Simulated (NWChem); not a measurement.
Everything below was run with NWChem. System: PbS, charge 0, spin multiplicity 1, displaced from the optimised geometry. The structure started from a generated list of species.

The NWChem input:

```
start mol
memory heap 200 mb stack 900 mb global 1100 mb
geometry units angstroms nocenter noautoz
  Pb     0.000000     0.000000     0.384370
  S      0.000000     0.000000    -1.969897
  symmetry group C2v
end
basis spherical
  * library def2-svp
end
ecp
  Pb library def2-ecp
end
dft
  xc slater vwn_5
  semidirect memsize 60000000 filesize 0
  iterations 100
  convergence nodiis damp 40
end
task dft gradient
```

The output up to the point where the run's verdict is printed (cleaned and shortened):

```
             Northwest Computational Chemistry Package (NWChem) 7.3.0
             --------------------------------------------------------

                                NWChem Input Module
                                -------------------

 Scaling coordinates for geometry "geometry" by  1.889725989
 (inverse scale =  0.529177249)

 Turning off AUTOSYM since
 SYMMETRY directive was detected!

                             Geometry "geometry" -> ""
                             -------------------------

 Output coordinates in angstroms (scale by  1.889725989 to convert to a.u.)

  No.       Tag          Charge          X              Y              Z
 ---- ---------------- ---------- -------------- -------------- --------------
    1 Pb                  82.0000     0.00000000     0.00000000     0.38437000
    2 S                   16.0000     0.00000000     0.00000000    -1.96989700

 Effective nuclear repulsion energy (a.u.)     294.9030635385

            Nuclear Dipole moment (a.u.)
            ----------------------------
        X                 Y               Z
 ---------------- ---------------- ----------------
     0.0000000000     0.0000000000    -0.0000226767

      Symmetry information
      --------------------

 Group name             C2v
 Group number             16
 Group order               4
 No. of unique centers     2

      Symmetry unique atoms

     1    2


 Summary of "ao basis" -> "" (spherical)
 ------------------------------------------------------------------------------
       Tag                 Description            Shells   Functions and Types
 ---------------- ------------------------------  ------  ---------------------
 *                          def2-svp                  on all atoms

                                 NWChem DFT Module
                                 -----------------

 Summary of "ao basis" -> "ao basis" (spherical)
 ------------------------------------------------------------------------------
       Tag                 Description            Shells   Functions and Types
 ---------------- ------------------------------  ------  ---------------------
[...]
 !! scf_movecs_sym_adapt:    8 vectors were symmetry contaminated

 d= 0,ls=0.0         84   -438.3538903347 -1.46D+01  8.56D-01               3.7

 !! scf_movecs_sym_adapt:   16 vectors were symmetry contaminated

  Symmetry fudging

 !! scf_movecs_sym_adapt:   10 vectors were symmetry contaminated

 d= 0,ls=0.0         85   -423.7159771618  1.46D+01  8.56D-01               3.7

 !! scf_movecs_sym_adapt:   16 vectors were symmetry contaminated

  Symmetry fudging

 !! scf_movecs_sym_adapt:   10 vectors were symmetry contaminated

 d= 0,ls=0.0         86   -438.3538903347 -1.46D+01  8.56D-01               3.7

 !! scf_movecs_sym_adapt:   14 vectors were symmetry contaminated

  Symmetry fudging

 !! scf_movecs_sym_adapt:   10 vectors were symmetry contaminated

 d= 0,ls=0.0         87   -423.7159771618  1.46D+01  8.56D-01               3.8

 !! scf_movecs_sym_adapt:   12 vectors were symmetry contaminated

  Symmetry fudging

 !! scf_movecs_sym_adapt:    8 vectors were symmetry contaminated

 d= 0,ls=0.0         88   -438.3538903347 -1.46D+01  8.56D-01               3.8

 !! scf_movecs_sym_adapt:   18 vectors were symmetry contaminated

  Symmetry fudging

 !! scf_movecs_sym_adapt:   12 vectors were symmetry contaminated

 d= 0,ls=0.0         89   -423.7159771618  1.46D+01  8.56D-01               3.8

 !! scf_movecs_sym_adapt:   14 vectors were symmetry contaminated

  Symmetry fudging

 !! scf_movecs_sym_adapt:    8 vectors were symmetry contaminated

 d= 0,ls=0.0         90   -438.3538903347 -1.46D+01  8.56D-01               3.8

 !! scf_movecs_sym_adapt:   14 vectors were symmetry contaminated

  Symmetry fudging

 !! scf_movecs_sym_adapt:   12 vectors were symmetry contaminated

 d= 0,ls=0.0         91   -423.7159771618  1.46D+01  8.56D-01               3.8

 !! scf_movecs_sym_adapt:   12 vectors were symmetry contaminated

  Symmetry fudging

 !! scf_movecs_sym_adapt:    8 vectors were symmetry contaminated

 d= 0,ls=0.0         92   -438.3538903347 -1.46D+01  8.56D-01               3.9

 !! scf_movecs_sym_adapt:   14 vectors were symmetry contaminated

  Symmetry fudging

 !! scf_movecs_sym_adapt:   10 vectors were symmetry contaminated

 d= 0,ls=0.0         93   -423.7159771618  1.46D+01  8.56D-01               3.9

 !! scf_movecs_sym_adapt:   12 vectors were symmetry contaminated

  Symmetry fudging

 !! scf_movecs_sym_adapt:    8 vectors were symmetry contaminated

 d= 0,ls=0.0         94   -438.3538903347 -1.46D+01  8.56D-01               3.9

 !! scf_movecs_sym_adapt:   14 vectors were symmetry contaminated

  Symmetry fudging

 !! scf_movecs_sym_adapt:   10 vectors were symmetry contaminated

 d= 0,ls=0.0         95   -423.7159771618  1.46D+01  8.56D-01               3.9

 !! scf_movecs_sym_adapt:   10 vectors were symmetry contaminated

  Symmetry fudging

 !! scf_movecs_sym_adapt:    8 vectors were symmetry contaminated

 d= 0,ls=0.0         96   -438.3538903347 -1.46D+01  8.56D-01               3.9

 !! scf_movecs_sym_adapt:   14 vectors were symmetry contaminated

  Symmetry fudging

 !! scf_movecs_sym_adapt:   10 vectors were symmetry contaminated

 d= 0,ls=0.0         97   -423.7159771618  1.46D+01  8.56D-01               4.0

 !! scf_movecs_sym_adapt:   12 vectors were symmetry contaminated

  Symmetry fudging

 !! scf_movecs_sym_adapt:   10 vectors were symmetry contaminated

 d= 0,ls=0.0         98   -438.3538903347 -1.46D+01  8.56D-01               4.0

 !! scf_movecs_sym_adapt:   14 vectors were symmetry contaminated

  Symmetry fudging

 !! scf_movecs_sym_adapt:   12 vectors were symmetry contaminated

 d= 0,ls=0.0         99   -423.7159771618  1.46D+01  8.56D-01               4.0

 !! scf_movecs_sym_adapt:   12 vectors were symmetry contaminated

  Symmetry fudging

 !! scf_movecs_sym_adapt:    6 vectors were symmetry contaminated

 d= 0,ls=0.0        100   -438.3538903347 -1.46D+01  8.56D-01               4.0
```

Convergence was not reached. The next line reads: Calculation failed to converge. NWChem stopped with the message: dft gradient failed.
